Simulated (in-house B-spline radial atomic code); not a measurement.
**RPA and G0W0 on CAM-B3LYP: the caesium ion Cs⁸⁺**

Configuration [Kr] 4d10 5s1, highest spin, mean-field start CAM-B3LYP. Computed with an all-electron radial atomic-structure program (B-spline basis): all electrons, scalar-relativistic (spin-free one-electron X2C), finite nucleus, each spin shell either full or empty, empty states to l = 9 with an (l + 1/2)⁻⁴ tail; G0W0 by contour deformation at full frequency.

Command:
```bash
python run_gw.py task.json out
```
Settings (radii: box in bohr, nucleus in fm):
```
Z                        55
electrons                47
configuration            [Kr] 4d10 5s1
hamiltonian              x2c
method                   camb3lyp
lmax                     9
rms_radius               4.8041
spin_polarised           True
box_radius               7.7
intervals                66
ion_configuration        [Kr] 4d10
```

Run time, properties included: 13 s on 1 thread of Arm Neoverse N1, with other jobs on the host.

Energies (hartree):

```tsv
term	value
mean-field total	-7770.94804
Hartree-Fock functional on these orbitals	-7767.80501
direct second order	-4.1797
second-order exchange	1.1553
SOSEX correction	1.0924
```

Q: What is the RPA correlation energy, and what remains with SOSEX?

A: RPA gives -3.7639 hartree (-2.18 eV per electron); RPA + SOSEX gives -2.6715, and the second-order doubles -3.0245 hartree (no singles). SOSEX takes back 29 % of the RPA value.

Quasi-particle levels (eV):

| level | occupied | mean field | Σx - vxc | Σc | QP weight | G0W0 |
| --- | --- | --- | --- | --- | --- | --- |
| 5s up | yes | -122.98 | -1.09 | ? | ? | ? |
| 4d down | yes | -184.53 | -8.59 | 0.19 | 0.969 | -192.92 |
| 5s down | no | -115.18 | 7.13 | -3.03 | 0.973 | -111.08 |

G0W0 = mean field + (Σx - vxc) + Σc, with Σc (partial-wave tail included) taken at the quasi-particle energy. Only the outer levels were computed. Levels of low weight are left out.

Q: Where does G0W0 put 5s up?

A: At -126.47 eV, with Σc = -2.41 eV and a quasi-particle weight of 0.980. The tabulated removal energy is 125.61 ± 0.09 eV (NIST, semi-empirical); the calculation leaves out spin-orbit coupling, Breit and QED terms, and what these don't explain is the method's own error.

Q: What does it cost to remove one electron (to [Kr] 4d10) by differences of total energies, each species on its own start (correlation terms add to the Hartree-Fock functional)?

A: CAM-B3LYP 126.78 eV, Hartree-Fock functional 123.83 eV, + RPA 126.15 eV, + RPA + SOSEX 125.47 eV, + second order 126.35 eV. Tabulated: 125.61 ± 0.09 eV (NIST, semi-empirical); the calculation leaves out spin-orbit coupling, Breit and QED terms, and what these don't explain is the method's own error.
